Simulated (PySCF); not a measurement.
Gas-phase reaction: 2 SbH3 + N2 = 2 Sb + 2 NH3

Method: PySCF energies plus ideal-gas RRHO corrections (1 bar). † marks an energy on the PBE0/def2-TZVP geometry and frequencies; other levels use their own. CCSD(T) freezes the core. Open shells (unrestricted): Sb (multiplicity 4); the rest are closed-shell singlets. Sb: scalar-relativistic def2 core potential, no spin-orbit coupling. CCSD(T) isn't extrapolated to the basis-set limit.

| level | ΔH°(298 K), kJ |
|---|---|
| CCSD(T)/def2-SVP† | 137 |
| M06-2X/def2-TZVP† | ___ |
| PBE0/def2-QZVP† | 144 |
| PBE0/def2-TZVP | 158 |
| ωB97M-V/def2-TZVP† | ___ |
| ωB97X-V/def2-TZVP† | ___ |

Problem. Fill in the missing entries.

Solution. 
- M06-2X/def2-TZVP†, ΔH°(298 K), kJ: 34
- ωB97M-V/def2-TZVP†, ΔH°(298 K), kJ: 189
- ωB97X-V/def2-TZVP†, ΔH°(298 K), kJ: 241
